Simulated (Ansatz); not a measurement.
Wavefunction ladder for BGaH$_{6}$N$_{2}$S (`[NH2][GaH][B](N)S`)

```xyz
11

N     0.955    2.019   -0.699
Ga    0.152    0.975    0.559
B    -0.384   -0.992    0.097
N    -1.006   -1.794    1.055
S    -0.076   -1.743   -1.534
H     1.177    1.736   -1.639
H     1.234    2.972   -0.533
H    -0.055    1.725    1.930
H    -1.290   -2.748    0.899
H    -1.215   -1.463    1.981
H     0.507   -0.687   -2.116
```

Charge 0, multiplicity 1. Correlated methods include outer-core shells of Ga, which these sets cover unevenly. Scalar relativity is left out up to krypton. The structure was optimised at the PBE0-D4/def2-TZVP level. It is one conformer, not always the lowest. Frozen core, restricted reference, the Gaussian-basis code of Ansatz.

```csv
basis,HF (Eh),MP2 corr.
def2-SVP,-2457.46408,-0.77431
def2-TZVPP,-2458.01171,-0.93870
def2-QZVPP,-2458.06995,-1.23984
```

(1) Estimate the CCSD correlation energy and the (T) correction in each basis where they were run (hartree).

Answers

(1) 
```json
{"basis": "def2-SVP", "CCSD corr.": "-0.81268", "(T)": "-0.02586"}
{"basis": "def2-TZVPP", "CCSD corr.": "-0.97445", "(T)": "-0.04216"}
```
